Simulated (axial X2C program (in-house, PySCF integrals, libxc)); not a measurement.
## Correcting the dissociation energy of LiTe⁺ for spin–orbit coupling

A spin-free CCSD(T) curve (one-electron X2C) was computed with an in-house relativistic program for diatomic molecules, basis Te dyall-cv3z [11s12p8d4f1g], Li dyall-cv3z [7s8p2d] (cores contracted in-house), for the state M_S = 1, Λ = 0 (beyond evenly filled blocks: π+α, π-α). It gives D0 = 0.938 eV to Te + Li+, which in a spin-free picture are the weighted means of the ground terms.

Correlated methods: 6 electrons correlated (number of frozen shells: Te 4 s, 3 p, 2 d; Li 1 s), 222 virtual spin orbitals or spinors in MP2, 60 natural virtuals in coupled cluster.

Measured levels of the ground terms (NIST Handbook of Basic Atomic Spectroscopic Data), in cm⁻¹: Te 3P: J = 2 at 0, J = 0 at 4706.5, J = 1 at 4750.7; Li+ 1S: J = 0 at 0.

The molecular state has Λ = 0, so it has no first-order lowering.

**Question.** How far does each ground level lie under the (2J+1)-weighted mean of its term?

**Answer.** Te: (5 × 0 + 1 × 4706.5 + 3 × 4750.7)/9 = 2107 cm⁻¹; Li+: a single level, 0.

**Question.** Correct D0.

**Answer.** D0 = 0.938 + (0 − 2107)/8065.5 = 0.677 eV at CCSD(T) with these spin–orbit terms. The direct two-component run gives 0.724 eV; the difference holds second-order terms in the molecule, scalar two-electron terms, the gap between measured and computed atomic splittings (a 2c atom can miss part of its lowering) and, in coupled cluster, the truncation of each run.

Second-order spin–orbit effects in the molecule, which grow quickly with Z, are left out. One determinant describes the state; a PBE0 search over occupations chose it and may have missed a lower one. Dissociation energies refer to the lowest single-determinant-based atoms at the same level and basis. CCSD and (T) use frozen natural virtuals with an MP2 correction for the truncation; (T) itself is uncorrected, so its De runs slightly low. PBE0 can misorder states that lie within some tenths of an eV, so this need not be the ground state of the molecule. The nearest other spin-free determinant of the search, M_S = 0, Λ = 2, lies 0.95 eV up at the distance of the search. With the outer-core shells frozen, correlated bond lengths of heavy atoms tend to come out a few hundredths of an ångström too long.
